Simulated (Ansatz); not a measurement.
CH₅F₃GaN, SMILES `C[NH2+][Ga-]([F])([F])[F]`. The species carries charge 0 and has multiplicity 1. The geometry is a stationary point of PBE0-D4/def2-TZVP. It is one conformer, not always the lowest.

```xyz
11

C     0.003    0.466    1.315
N     0.694   -0.164    0.173
Ga   -0.521   -0.347   -1.454
F    -1.803   -1.342   -0.774
F     0.552   -1.115   -2.614
F    -0.921    1.343   -1.735
H     0.661    0.560    2.181
H    -0.862   -0.142    1.574
H    -0.345    1.451    1.008
H     1.509    0.380   -0.098
H     1.033   -1.088    0.424
```

(1) What is the dipole moment at PBE/def2-TZVPP? (An estimate is asked.)

(2) And with r2SCAN, B3LYP, ωB97M-V? (An estimate is asked.)

(3) Give the Mulliken charges with PBE, r2SCAN, ωB97M-V in def2-TZVPP. (Best estimate.)

Answers

(1) Computed: 6.57 D, with components (3.66, 0.73, 5.41) D in this frame, pointing from negative to positive charge.

(2) The calculation gave: r2SCAN 6.67 D, B3LYP 6.69 D, ωB97M-V 6.67 D.

(3) Ansatz gave: 
| atom | PBE | r2SCAN | ωB97M-V |
| --- | --- | --- | --- |
| C1 | -0.25 | -0.12 | -0.29 |
| N2 | -0.08 | -0.08 | -0.10 |
| Ga3 | 0.69 | 0.83 | 0.85 |
| F4 | -0.37 | -0.41 | -0.41 |
| F5 | -0.36 | -0.40 | -0.40 |
| F6 | -0.37 | -0.41 | -0.41 |
| H7 | 0.12 | 0.08 | 0.14 |
| H8 | 0.14 | 0.11 | 0.16 |
| H9 | 0.14 | 0.11 | 0.16 |
| H10 | 0.17 | 0.16 | 0.15 |
| H11 | 0.17 | 0.16 | 0.15 |

B3LYP here is the variant with VWN-RPA as its local correlation; programs differ in this.
